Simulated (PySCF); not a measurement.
Electrostatic solvation of a mixed set.

All values: PBE0/pcSseg-1 (PySCF, non-relativistic), each on one gas-phase PBE0-D3(BJ)/def2-SVP geometry that isn't relaxed in the solvent. The solvent is an IEF-PCM continuum (van der Waals radii × 1.2). The model holds no explicit solvent molecules, cavitation or dispersion.

**Question.** Order them by E(solvent) − E(gas) in benzene (ε = 2.271), most negative first (kcal/mol).
A. `[CH3:1][CH2:2][c:3]1[cH:4][cH:5][cH:6][c:7]([CH3:8])[c:9]1[NH2:10]` with C1–C2–C3–C4 103°
B. `[CH2:1]=[C:2]([CH3:3])[CH2:4][CH2:5][CH3:6]` with C1–C2–C4–C5 -118°, C2–C4–C5–C6 60°
C. `[CH3:1][CH2:2][N:3]([CH3:4])[c:5]1[cH:6][cH:7][cH:8][cH:9][cH:10]1` with C1–C2–N3–C4 86°, C2–N3–C5–C6 172°

**Answer.** A (-2.6), C (-2.0), B (-0.7).

```json
{"SMILES": "CCc1cccc(C)c1N", "charge": "0", "ΔE (kcal/mol)": "-2.6", "polarisation term (kcal/mol)": "-2.8", "HOMO shift (eV)": "-0.01", "dipole gas (D)": "1.81", "dipole solvent (D)": "2.15", "atoms": "23"}
{"SMILES": "CCN(C)c1ccccc1", "charge": "0", "ΔE (kcal/mol)": "-2.0", "polarisation term (kcal/mol)": "-2.2", "HOMO shift (eV)": "-0.01", "dipole gas (D)": "2.15", "dipole solvent (D)": "2.51", "atoms": "23"}
{"SMILES": "C=C(C)CCC", "charge": "0", "ΔE (kcal/mol)": "-0.7", "polarisation term (kcal/mol)": "-0.7", "HOMO shift (eV)": "+0.01", "dipole gas (D)": "0.56", "dipole solvent (D)": "0.68", "atoms": "18"}
```

The polarisation term is half the interaction of the solute with the induced surface charges.
